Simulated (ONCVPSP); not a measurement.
Pb (Z = 82): one change to an ONCV potential, before and after

Pb, optimised norm-conserving Vanderbilt (ONCV), made with ONCVPSP 4.0.1 (PBEsol, scalar-relativistic). Core [Kr] 4d10 4f14, reference 5s2 5p6 5d10 6s2 6p2. Waves: 5s+6s: rc 1.55 bohr, ncon 4, nbas 8, qcut 9.1 1/bohr, 2 projectors; 5p+6p: rc 1.35 bohr, ncon 4, nbas 7, qcut 8.8 1/bohr, 2 projectors; 5d: rc 1.30 bohr, ncon 4, nbas 7, qcut 6.6 1/bohr, 2 projectors, debl 1.1 Ha. Local part: polynomial inside 1.15 bohr (lpopt 5, dvloc0 2 Ha). Core correction: polynomial model core, fcfact 0.4.

All-electron outer shells of the reference configuration (PBEsol, scalar-relativistic, ld1.x):

```csv
shell,level (eV),outermost node (bohr),outermost maximum (bohr)
4d,-401.91,0.19,0.39
5s,-144.19,0.45,0.79
4f,-132.94,–,0.35
5p,-85.81,0.49,0.88
5d,-21.16,0.52,1.07
6s,-12.10,1.01,1.95
6p,-3.52,1.18,2.63
```

Change: fully relativistic.

Cutoffs: the cutoffs (Ha) at which the residual kinetic energy of the hardest occupied pseudo-wave falls to 1 and 0.1 mHa per electron; they do not see the model core or the augmentation charge, which bear on the density cutoff. Errors are all-electron minus pseudo energies relative to the spin-unpolarised reference configuration.

Problem. How do hardness, ghosts and transferability respond?

Solution. The potential gets harder (32 Ha and 49 Ha → 32 Ha and 71 Ha); of the 4 tests that both files solve, the error grows in 0 and shrinks in 4 by more than 15 % and 0.3 meV (median size 5.7 → 0.7 meV); neither file shows a bound ghost.

| quantity | base | changed |
| --- | --- | --- |
| cutoff, loose | 32 Ha | 32 Ha |
| cutoff, tight | 49 Ha | 71 Ha |
| loose cutoff by channel | s 28 Ha, p 32 Ha, d 24 Ha | s 28 Ha, p 32 Ha, d 27 Ha |
| bound ghosts | none | none |
| GHOST(+) flags under 300 eV | s at 248.4 eV | s at 248.2 eV |
| error for 5s2 5p6 5d10 6s2 6p1, meV [ΔE 6.60 → 6.72 eV] | -2.7 | +0.4 |
| error for 5s2 5p6 5d10 6s2 6p0, meV [ΔE 20.05 → 20.33 eV] | -8.8 | +0.9 |
| error for 5s2 5p6 5d10 6s1 6p0, meV [ΔE 52.53 → 52.81 eV] | -26 | -4.5 |
| error for 5s2 5p6 5d10 6s2 6p1.5, meV [ΔE 2.50 → 2.56 eV] | -0.9 | +0.2 |
| s: phases at 1.57 bohr within 0.05 rad from the reference energy up to (Ha; the scan ends near 5) | to the end of the scan | to the end of the scan |
| rms error of d²Exc/dni dnj with the model core, mHa | 1.33 | 2.06 |
